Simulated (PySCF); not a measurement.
Computed IR spectrum (relative IR intensity) of a molecule CH8OSi2. Coordinates come from a PBE-D3(BJ)/def2-SVP optimisation. One conformer was computed; it need not be the lowest. Method: PBE-D3(BJ)/def2-SVP run with PySCF 2.14.0. Frequencies are harmonic and unscaled.

| ν (cm⁻¹) | relative intensity |
|---|---|
| 712 | 4.9 |
| 723 | 14 |
| 746 | 12 |
| 851 | 7.2 |
| 900 | 100 |
| 913 | 12 |
| 916 | 9.3 |
| 929 | 37 |
| 976 | 17 |
| 1050 | 66 |
| 1219 | 5.8 |
| 2142 | 28 |
| 2156 | 62 |
| 2186 | 20 |

### Question
Which molecule gave these data?
A. OC([SiH3])[SiH3]
B. C[SiH2][SiH2]O
C. CO[SiH2][SiH3]
D. C[SiH2]O[SiH3]

### Answer
D, C[SiH2]O[SiH3]
